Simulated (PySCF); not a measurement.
**The second ionisation energy along the third row**

All values are computed (PySCF 2.14, energy differences of UHF-based or UKS calculations, no spin-orbit coupling). Values in eV. The last column holds reference values (NIST; (s) semi-empirical, (t) theoretical, else measured). Unmarked ones compare directly (S terms, centres of terms, or small fine structure); those marked * lie between the lowest fine-structure levels and include a spin-orbit shift.

| element | configurations | UHF | MP2 (valence) | SCS-MP2 (valence) | CCSD (valence) | CCSD(T) (valence) | reference |
| --- | --- | --- | --- | --- | --- | --- | --- |
| Mg (def2-TZVP, non-relativistic) | [Ne] 3s1 → [Ne] | 14.712 | n/a | n/a | n/a | n/a | 15.035 |
| Al (def2-TZVP, non-relativistic) | [Ne] 3s2 → [Ne] 3s1 | 17.529 | 18.271 | 18.420 | 18.600 | 18.600 | 18.829 |
| Si (def2-TZVP, non-relativistic) | [Ne] 3s2 3p1 → [Ne] 3s2 | 15.837 | 16.082 | 16.069 | 16.194 | 16.223 | 16.322 |
| P (def2-TZVP, non-relativistic) | [Ne] 3s2 3p2 → [Ne] 3s2 3p1 | 19.164 | 19.596 | 19.508 | 19.636 | 19.670 | 19.769 (s) * |
| S (def2-TZVP, non-relativistic) | [Ne] 3s2 3p3 → [Ne] 3s2 3p2 | 22.720 | 23.323 | 23.140 | 23.258 | 23.295 | 23.338 * |
| Cl (def2-TZVP, non-relativistic) | [Ne] 3s2 3p4 → [Ne] 3s2 3p3 | 22.582 | 23.335 | 23.413 | 23.444 | 23.473 | 23.771 |
| Ar (def2-TZVP, non-relativistic) | [Ne] 3s2 3p5 → [Ne] 3s2 3p4 | 26.374 | 27.334 | 27.328 | 27.300 | 27.333 | 27.630 * |

Q: Which of these methods has the smallest mean absolute error against the measured values here?

A: CCSD(T) (valence), with 0.209 eV.

| method | elements | mean error (eV) | mean absolute error (eV) | largest error (eV) |
| --- | --- | --- | --- | --- |
| UHF | 4 | -0.824 | 0.824 | -1.299 |
| MP2 (valence) | 3 | -0.411 | 0.411 | -0.557 |
| SCS-MP2 (valence) | 3 | -0.340 | 0.340 | -0.409 |
| CCSD (valence) | 3 | -0.228 | 0.228 | -0.327 |
| CCSD(T) (valence) | 3 | -0.209 | 0.209 | -0.298 |

Errors include the incompleteness of the basis and the frozen core.

"Valence" correlates the outer s and p shells and, in groups 3 to 12 and the f block, the outer d or f shell, open or full, or the next shell where the ion has no valence electron left; the wider scheme adds the next inner shell.
